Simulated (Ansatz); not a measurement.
An input meant for the cluster Ca7Si2 (charge 0, singlet).

```yaml
crystal:
  periodic: [false, false, false]
  atoms:
    - {symbol: Ca, position_ang: [1.214927, -1.666749, 1.023611]}
    - {symbol: Ca, position_ang: [3.325092, 1.220129, 0.749109]}
    - {symbol: Ca, position_ang: [2.410758, 3.284320, 3.616449]}
    - {symbol: Ca, position_ang: [-0.642616, 1.339962, 4.826806]}
    - {symbol: Ca, position_ang: [-0.467516, 1.236964, -0.084126]}
    - {symbol: Ca, position_ang: [-0.369308, -2.270691, 4.264525]}
    - {symbol: Ca, position_ang: [2.735742, -0.349230, 4.223615]}
    - {symbol: Si, position_ang: [0.921379, 1.183962, 2.407680]}
    - {symbol: Si, position_ang: [-1.032758, -0.184268, 2.307630]}
basis:
  gaussian: {orbitals: def2-TZVPP}
hamiltonian: {xc: {name: wB97M-V}, dispersion: d2}
scf: {omitted_lower_state_checks: [starts]}
output: {forces: true}
```

```sh
$ ansatz run in.yaml --threads 4 --pin off --events-out ev --progress --plain --max-ram 8704MiB
```

It prints (some lines left out):

```
Error: YAML parse error: error: line 15 column 48: hamiltonian.dispersion: `d2` is not `none`, `rvv10`, `d3bj`, `d3bjatm`, `d4` or a map `{method: …, s8: …, a1: …, a2_bohr: …}` (numbers without units, a2 in bohr) or `{method: …, functional: …}`
  --> <input>:15:48
   |
13 | basis:
14 |   gaussian: {orbitals: def2-TZVPP}
15 | hamiltonian: {xc: {name: wB97M-V}, dispersion: d2}
   |                                                ^ hamiltonian.dispersion: `d2` is not `none`, `rvv10`, `d3bj`, `d3bjatm`, `d4` or a map `{method: …, s8: …, a1: …, a2_bohr: …}` (numbers without units, a2 in bohr) or `{method: …, functional: …}`
16 | scf: {omitted_lower_state_checks: [starts]}
17 | output: {forces: true}
   |
```

Something in this input is off. What?

The program holds no damping parameters for this pairing of functional and dispersion term, so they'd have to be typed. The input was rejected before any iteration.
